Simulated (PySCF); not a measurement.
Working out the excitation energy of C⁺

C⁺ [He] 2s2 2p1 (2P) → C⁺ [He] 2s2 3s1 (2S). Calculation: PySCF 2.14, in x2c-TZVPPall with one added diffuse shell each of s, p, d type (6s4p3d1f, 40 functions); scalar relativity by spin-free X2C-1e. Frozen: 1s2. Energies in hartree (1 hartree = 27.21139 eV):

```json
{"part": "UHF", "C⁺ (lower)": "-37.310676", "C⁺ (upper)": "-36.783094"}
{"part": "CCSD correlation", "C⁺ (lower)": "-0.073992", "C⁺ (upper)": "-0.070770"}
{"part": "(T)", "C⁺ (lower)": "-0.001139", "C⁺ (upper)": "-0.003957"}
```

**Question.** What does Hartree-Fock give?

**Answer.** (-36.783094) − (-37.310676) = 0.527582 hartree = 14.356 eV.

**Question.** What do CCSD and CCSD(T) give?

**Answer.** The CCSD correlation energies differ by 0.003222 hartree = 0.088 eV and the triples by -0.002818 hartree = -0.077 eV, so CCSD gives 14.444 eV and CCSD(T) 14.367 eV.

Measured between the centres of the two terms (NIST): 14.444 eV, so CCSD(T) (valence) is off by -0.077 eV.

The coupled-cluster amplitudes are large, so a single reference is strained.

What remains against the reference includes basis incompleteness, the frozen core and higher excitations.
